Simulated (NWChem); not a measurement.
System: SiHCl₃; SMILES [SiH](Cl)(Cl)Cl

Here is an NWChem input.

```
start job
memory heap 200 mb stack 900 mb global 1100 mb
geometry units angstroms noautosym nocenter noautoz
  Si     0.000000     0.000000     0.500755
  Cl    -0.502172    -1.859017    -0.187689
  Cl    -1.358870     1.364402    -0.187689
  Cl     1.861042     0.494615    -0.187689
  H      0.000000     0.000000     1.977546
end
basis spherical
  Si library aug-cc-pvdz
  Cl library aug-cc-pvdz
  H library aug-cc-pvdz
end
dft
  xc bhlyp
  iterations 150
end
tddft
  cis
  nroots 6
  notriplet
end
task tddft energy
```

Output (shortened):

```
             Northwest Computational Chemistry Package (NWChem) 7.3.0
             --------------------------------------------------------

                             Geometry "geometry" -> ""
                             -------------------------

 Output coordinates in angstroms (scale by  1.889725989 to convert to a.u.)

  No.       Tag          Charge          X              Y              Z
 ---- ---------------- ---------- -------------- -------------- --------------
    1 Si                  14.0000     0.00000000     0.00000000     0.50075500
    2 Cl                  17.0000    -0.50217200    -1.85901700    -0.18768900
    3 Cl                  17.0000    -1.35887000     1.36440200    -0.18768900
    4 Cl                  17.0000     1.86104200     0.49461500    -0.18768900
    5 H                    1.0000     0.00000000     0.00000000     1.97754600

 Effective nuclear repulsion energy (a.u.)     336.6454492163

                                 NWChem DFT Module
                                 -----------------

 Summary of "ao basis" -> "ao basis" (spherical)
 ------------------------------------------------------------------------------
       Tag                 Description            Shells   Functions and Types
 ---------------- ------------------------------  ------  ---------------------
 Si                       aug-cc-pvdz               11       27   5s4p2d
 Cl                       aug-cc-pvdz               11       27   5s4p2d
 H                        aug-cc-pvdz                5        9   3s2p

            General Information
            -------------------
          SCF calculation type: DFT
          Wavefunction type:  closed shell.
          No. of atoms     :     5
          No. of electrons :    66
           Alpha electrons :    33
            Beta electrons :    33
          Charge           :     0
          Spin multiplicity:     1
          Use of symmetry is: off; symmetry adaption is: off
          Maximum number of iterations: 150
          AO basis - number of functions:   117
                     number of shells:    49
          Convergence on energy requested:  1.00D-06
          Convergence on density requested:  1.00D-05
          Convergence on gradient requested:  5.00D-04

[...]

                                NWChem TDDFT Module
                                -------------------

            General Information
            -------------------
           No. of orbitals :     234
            Alpha orbitals :     117
             Beta orbitals :     117
        Alpha frozen cores :       0
         Beta frozen cores :       0
     Alpha frozen virtuals :       0
      Beta frozen virtuals :       0
         Spin multiplicity :       1
    Number of AO functions :     117
        Use of symmetry is : off
      Symmetry adaption is : off
         Schwarz screening :  0.10D-07

              XC Information
              --------------
                 BHLYP Method XC Functional
              Hartree-Fock (Exact) Exchange   0.50
                 Slater Exchange Functional   0.50 local
             Becke 1988 Exchange Functional   0.50 non-local
       Lee-Yang-Parr Correlation Functional   1.00

             TDDFT Information
             -----------------
          Calculation type : Tamm-Dancoff TDDFT
         Wavefunction type : Restricted singlets
          No. of electrons :      66
           Alpha electrons :      33
            Beta electrons :      33
              No. of roots :       6
          Max subspacesize :    5200
            Max iterations :     100
               Target root :       1
           Target symmetry : none
      Symmetry restriction : off
                 Algorithm : Optimal
        Davidson threshold :  0.10D-03

    6 smallest eigenvalue differences (eV)
--------------------------------------------------------
  No. Spin  Occ  Vir  Irrep   E(Occ)    E(Vir)   E(Diff)
--------------------------------------------------------
    1    1   33   34 a        -0.392     0.009    10.908
    2    1   33   35 a        -0.392     0.016    11.111
    3    1   32   34 a        -0.402     0.009    11.164
    4    1   33   36 a        -0.392     0.020    11.225
    5    1   33   37 a        -0.392     0.020    11.225
    6    1   31   34 a        -0.406     0.009    11.291
--------------------------------------------------------

  Entering Davidson iterations
  Restricted singlet excited states

  Iter   NTrls   NConv    DeltaV     DeltaE      Time
  ----  ------  ------  ---------  ---------  ---------
    1      6       0     0.63E-01   0.10+100       62.8
    2     12       0     0.47E-01   0.19E-01       48.5
    3     18       0     0.21E-01   0.66E-02       52.4
    4     24       0     0.19E-01   0.25E-02       44.1
    5     30       0     0.16E-01   0.15E-02       42.2
    6     36       0     0.17E-01   0.60E-03       42.0
    7     42       1     0.10E-01   0.11E-02       58.2
    8     47       1     0.66E-02   0.17E-03       42.3
    9     52       1     0.65E-01   0.39E-02       42.5
   10     57       3     0.40E-01   0.70E-02       38.9
   11     60       3     0.32E-01   0.50E-02       39.1
   12     63       4     0.16E-01   0.16E-02       39.7
   13     65       4     0.60E-02   0.30E-03       35.2
   14     67       4     0.23E-02   0.49E-04       36.4
   15     69       4     0.99E-03   0.71E-05       32.3
   16     71       4     0.34E-03   0.12E-05       37.5
   17     73       5     0.11E-03   0.14E-06       41.0
   18     74       6     0.82E-04   0.13E-07       49.5
  ----  ------  ------  ---------  ---------  ---------
  Convergence criterion met

  Ground state a       -1670.863178470473 a.u.

[...]
```

Level: BHandHLYP/aug-cc-pVDZ, TDA. Geometry: optimised at PBE0/def2-SVP.
